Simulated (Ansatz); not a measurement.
Calculated with Ansatz (gas phase, PBE0-D4/def2-TZVP geometries, no zero-point term in ΔE). CCSD(T)/CBS adds triple-zeta CCSD(T) − MP2 to the extrapolated MP2 energy (def2 sets, frozen cores). This one scheme is used for every species. DFT in def2-TZVPP. B3LYP here is the variant with VWN-RPA as its local correlation; programs differ in this. HSE06 is defined as in plane-wave codes. def2 core potentials past Kr. For Sn outer-core shells are correlated without core-valence functions, which leaves a few kJ/mol of doubt a bond. Each species was taken in one conformer, which may not be the lowest.

Reaction (redistribution): `[CH3][SnH2][AlH2]` + `OBF` → `[OH][SnH2][AlH2]` + `CBF`

```
             level  ΔE (kJ/mol)  difference from CCSD(T)/CBS
       LDA (SPW92)        114.7                          6.9
            PBE-D4        103.5                         -4.3
         revPBE-D4        101.0                         -6.8
           BLYP-D4         99.8                         -8.0
         r2SCAN-D4        104.6                         -3.2
            B97M-V         97.9                         -9.9
          B3LYP-D4        104.5                         -3.3
        r2SCANh-D4        106.9                         -0.9
        r2SCAN0-D4        110.2                          2.4
          HSE06-D4        109.0                          1.2
          BHLYP-D4        108.6                          0.8
           ωB97M-V        107.7                         -0.1
            B2PLYP        106.1                         -1.7
          PBE-QIDH        112.6                          4.8
               PBE        102.2                         -5.6
            revPBE         98.8                         -9.0
              BLYP         97.5                        -10.3
            r2SCAN        104.2                         -3.6
              PBE0        107.6                         -0.2
             B3LYP        102.6                         -5.2
           r2SCANh        106.5                         -1.3
           r2SCAN0        109.7                          1.9
             BHLYP        106.5                         -1.3
         CAM-B3LYP        104.5                         -3.3
           LC-ωPBE        104.1                         -3.7
       HF/def2-SVP        124.4                         16.6
      MP2/def2-SVP        129.4                         21.6
     CCSD/def2-SVP        128.1                         20.3
  CCSD(T)/def2-SVP        129.1                         21.3
     HF/def2-TZVPP        106.7                         -1.1
    MP2/def2-TZVPP        115.8                          8.0
SCS-MP2/def2-TZVPP        110.7                          2.9
   CCSD/def2-TZVPP        113.1                          5.3
CCSD(T)/def2-TZVPP        113.5                          5.7
     HF/def2-QZVPP        105.1                         -2.7
    MP2/def2-QZVPP        111.9                          4.1
SCS-MP2/def2-QZVPP        107.1                         -0.7
      HF/CBS(def2)        104.8                         -3.0
     MP2/CBS(def2)        110.1                          2.3
    CCSD/CBS(def2)        107.3                         -0.5
       CCSD(T)/CBS        107.8                            0
```

Largest T1 diagnostic among the species: 0.014.

In def2-TZVPP, CCSD(T) changes the Hartree–Fock value by +6.8 kJ/mol (the triples alone add +0.4 kJ/mol) and MP2 by +9.1 kJ/mol. From PBE to PBE0 (25 % exact exchange), in def2-TZVPP and without D4, ΔE moves by +5.4 kJ/mol. Leaving LDA and LC-ωPBE aside and taking each functional with its dispersion term where it has one, the values spread over 14.7 kJ/mol, from B97M-V to PBE-QIDH. LDA lies +12.5 kJ/mol from PBE without D4.
